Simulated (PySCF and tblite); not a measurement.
Results of a calculation; reference values are marked as such.
C₅H₇BrO, numbered as in [O:1]=[C:2]1[CH2:3][CH2:4][C@H:5]([Br:6])[CH2:7]1.

Conformers came from 60 starts (ETKDG, MMFF94s, GFN2-xTB); geometries are GFN2-xTB. Weights use PBE0-D3(BJ)/pcSseg-1 energies plus GFN2-xTB zero-point and thermal terms (modes under about 100 cm⁻¹ blended into free rotors). Symmetry numbers and mirror images are counted. Conformers within 3 kcal/mol (GFN2-xTB free energy) were kept, 10 at most. GIAO shieldings: PBE0/pcSseg-1. Shifts are against TMS (¹H), TMS (¹³C) at the same level. Codes: tblite and PySCF.

The 5-ring runs over atoms 2–3–4–5–7.

```tsv
conformer	shape	symmetry	E(GFN2) kcal/mol	E(DFT) kcal/mol
1	5-ring twist (ring torsions 31, -37, 29, -10, -13°)	C1	0.00	0.00
2	5-ring twist (ring torsions -31, 39, -32, 13, 11°)	C1	0.40	1.05
```

(1) How much do the weights at 298.15 K and the averaged shift of H5 depend on how the conformers are weighted?

Spin–orbit effects of the heavy atoms on shieldings are missing.

Results:

(1) 
| weighting | 1 (%) | 2 (%) | δ (ppm) | rms dipole (D) |
| --- | --- | --- | --- | --- |
| DFT energy with thermal terms, symmetry and mirror images (full scheme) | 82 | 18 | 4.76 | 2.93 |
| DFT energy with symmetry and mirror images | 85 | 15 | 4.79 | 2.97 |
| bare DFT energy | 85 | 15 | 4.79 | 2.97 |
| GFN2-xTB energy with symmetry and mirror images | 66 | 34 | 4.66 | 2.77 |
| GFN2-xTB free energy | 60 | 40 | 4.62 | 2.71 |
| leading conformer alone | 100 | 0 | 4.88 | 3.11 |
| equal weights | 50 | 50 | 4.56 | 2.59 |
| full scheme, search stopped after three starts | 0 | 100 | 4.24 | 1.94 |

The largest departure from the full scheme, 0.52 ppm, comes with: full scheme, search stopped after three starts.
